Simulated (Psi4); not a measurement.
Pair of molecules: HF (SMILES F) (first 2 atoms) with CHN (SMILES C#N); geometry from B3LYP-D3(BJ)/def2-TZVP.
(charge 0, multiplicity 1):
```json
[
 {"atom": "F", "x (Å)": "-0.0481", "y (Å)": "-0.9930", "z (Å)": "-0.1373"},
 {"atom": "H", "x (Å)": "0.0375", "y (Å)": "-0.4804", "z (Å)": "0.6439"},
 {"atom": "C", "x (Å)": "0.3109", "y (Å)": "1.1418", "z (Å)": "3.1060"},
 {"atom": "N", "x (Å)": "0.2045", "y (Å)": "0.5146", "z (Å)": "2.1569"},
 {"atom": "H", "x (Å)": "0.4104", "y (Å)": "1.7278", "z (Å)": "3.9926"}
]
```

Computed with Psi4 1.11 with SAPT0/jun-cc-pV(D+d)Z.

Question: Give the four SAPT terms and the total, and say what mostly holds the pair together.

Answer: electrostatics -11.35, exchange 10.01, induction -4.63, dispersion -1.91, total -7.89 kcal/mol; the largest attraction is electrostatics.
